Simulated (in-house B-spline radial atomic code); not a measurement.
Values are calculated unless marked as measured or tabulated.
**Building a PAW s channel for Br, r_c = 1.4 bohr**

Br, [Ar] 3d10 4s2 4p5, non-relativistic PBE, spherical and spin-unpolarised, from a B-spline radial code for spherical atoms (atomic units; all potentials screened as in the neutral atom).

Two all-electron partial waves φ1, φ2 are integrated outwards at E1 = ε(4s) = -0.713713 and E2 = E1 + 1.5 hartree; φ1 is the bound orbital and φ2 has unit norm inside r_c = 1.4023 bohr. Smooth partners are polynomials, r^1(a0 + a1 r² + a2 r⁴ + a3 r⁶), matched to φ and three derivatives at r_c, with no condition on the norm. The local potential is -14.3943 + (18.059) r² + (-9.54122) r⁴ + (1.84144) r⁶ inside 1.1481 bohr and the all-electron one outside.

| wave | φ(r_c) | φ'(r_c) | a0 | a1 | a2 | a3 |
| --- | --- | --- | --- | --- | --- | --- |
| 1 | 0.8613446 | 0.08728159 | 0.3153501 | 0.6412684 | -0.3521847 | 0.05256861 |
| 2 | 1.079087 | -1.881718 | 1.198663 | 0.6810645 | -0.6828298 | 0.1146723 |

Inside r_c the overlaps are <φi φj> = [[0.33477, 0.57166], [0.57166, 1.00000]] and, for the smooth waves, [[0.35906, 0.65983], [0.65983, 1.27413]]. With χj = (Ej − T − V_local) applied to smooth wave j, the program's quadrature gives the matrix B_ij = <smooth i, χj> as [[0.84377, 2.11796], [1.98571, 5.05818]].

(1) Check the match of the first wave, and find the augmentation charges q_ij.

(2) B isn't symmetric. Show that D_ij = B_ij + Ej q_ij is.

Solving (T + V_local + Σ p D p) ψ = E (1 + Σ p q p) ψ in a sphere of 9 bohr gives these levels:

```tsv
all-electron	one projector	two projectors
-0.713713	-1.296550	-16.963800
0.012635	-0.713713	-0.713713
0.289722	0.013260	0.012634
0.729633	0.291390	0.289721
1.324460	0.733181	0.729633
```

(3) What does the second projector gain?

## Answers

(1) At r_c the four terms are 0.44222, 1.76833, -1.90974, 0.56055, which sum to 0.8613, φ1(r_c) to rounding. q_ij is the all-electron overlap less the smooth one: [[-0.02429, -0.08817], [-0.08817, -0.27413]]. The smooth first wave has a norm of 0.3591 inside r_c against 0.3348, so q11 is negative and must stay small enough for the overlap operator to be positive.

(2) Integrating by parts gives B12 − B21 = (E1 − E2) q12: 2.11796 − (1.98571) = 0.13225, and −1.5 × (-0.08817) = 0.13225. So D12 = 2.11796 + (0.786287)(-0.08817) = 2.04863 and D21 = 1.98571 + (-0.713713)(-0.08817) = 2.04864; D11 = 0.86110, D22 = 4.84264. The projectors, p = (B⁻¹)ᵀ χ, are dual to the smooth waves; det B = 0.062, small beside B11 B22, as the two smooth waves look alike inside r_c.

(3) With one projector a ghost lies below the reference level, so the set fails. With two a ghost lies below the reference level, so the set fails. The lowest eigenvalue of the overlap operator is 0.8177 with one and 0.07602 with two projectors. The smooth orbital alone needs a cutoff of 11.7 hartree for 1 millihartree of kinetic energy, against 23.7 for a norm-conserving Troullier-Martins orbital of the same radius, which is no gain while the set fails.
